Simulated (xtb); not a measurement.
C2H3O3, SMILES COC([O])=O (connectivity only; charge and spin as stated), charge -1, multiplicity 1. All values are semi-empirical tight-binding results from xtb (GFN2-xTB unless named), good for trends rather than for accurate numbers. The structure is a stationary point at GFN2-xTB. The multiplicity is an assumed one; other spin states were not compared. The isomer is the one that the SMILES or the coordinates give; other isomers of the formula were not compared.

Optimised geometry:

```xyz
8

C      0.0063    -1.7697     0.0000
O      0.7271    -0.5832     0.0000
C     -0.0620     0.6727     0.0000
O      0.6627     1.6502     0.0000
O     -1.2767     0.5395     0.0000
H     -1.0682    -1.5419     0.0000
H      0.2484    -2.3641     0.8935
H      0.2484    -2.3641    -0.8935
```
Charge -1, spin multiplicity 1.

Task: Estimate the properties. (An estimate is asked for; the answer gives what the named calculation found.)

Result: 
```
Item                                               Value
----------------------------------------  --------------
point group as xtb finds it                           Cs
orbital gap                                      6.40 eV
zero-point energy                          32.5 kcal/mol
G − E(el) at 298.15 K (modified RRHO)      14.7 kcal/mol
static polarisability (D4 model)              41.4 bohr³
solvation energy, GFN2-xTB/ALPB(water)    -66.6 kcal/mol
solvation energy, GFN2-xTB/ALPB(toluene)  -50.9 kcal/mol
```

Computed IR lines (harmonic; lines under 4 % of the strongest left out, lines within 3 cm⁻¹ merged):
ν (cm⁻¹): 736 (w), 739 (s), 1078 (m), 1305 (m), 1390 (w), 1904 (vs), 2834 (m), 2867 (w), 2891 (w) (against the strongest line: vs over 80 %, s over 45 %, m over 15 %, w over 4 %, vw less)

Computed atomic charges and the Wiberg bond orders between heavy atoms:
charges (e) C1 0.08, O2 -0.42, C3 0.48, O4 -0.57, O5 -0.59, H6 0.04, H7 -0.01, H8 -0.01. Bond orders C1–O2 1.03, O2–C3 0.80, C3–O4 1.56, C3–O5 1.54.
